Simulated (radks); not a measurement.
The nitrogen anion N3-, [Ne], held by a Watson sphere: a shell of charge +3 at radius R that stands for the Madelung well of a crystal (potential energy -3/R inside, -3/r outside, in hartree with lengths in bohr). All-electron calculation, non-relativistic Kohn-Sham, LDA (Slater exchange, VWN5 correlation), spin-polarised, spherical densities, point nucleus. Program: a radial shooting solver on a logarithmic mesh with Libxc functionals. Response by self-consistent Sternheimer equations with the Hartree and adiabatic LDA kernel. The sphere does not respond.

\begin{tabular}{lrrrrrrr}
R (bohr) & e(1s) (eV) & e(2s) (eV) & e(2p) (eV) & <r> 2p (bohr) & sum of <r^2> (bohr^2) & X-ray form factor at sin(theta)/lambda = 0.3 1/angstrom & alpha (bohr^3) \\ \hline
2.19 & -374.57 & -17.479 & -6.983 & 1.829 & 31.63 & 3.214 & 25.65 \\
2.47 & -374.88 & -16.381 & -6.158 & 1.943 & 35.56 & 3.160 & 35.18 \\
2.52 & -374.91 & -16.208 & -6.023 & 1.963 & 36.28 & 3.154 & 37.20 \\
3.61 & -375.12 & -13.790 & -3.918 & 2.396 & 54.14 & 3.151 & 115.6 \\
3.88 & -375.10 & -13.474 & -3.585 & 2.503 & 59.30 & 3.157 & 148.6 \\
\end{tabular}
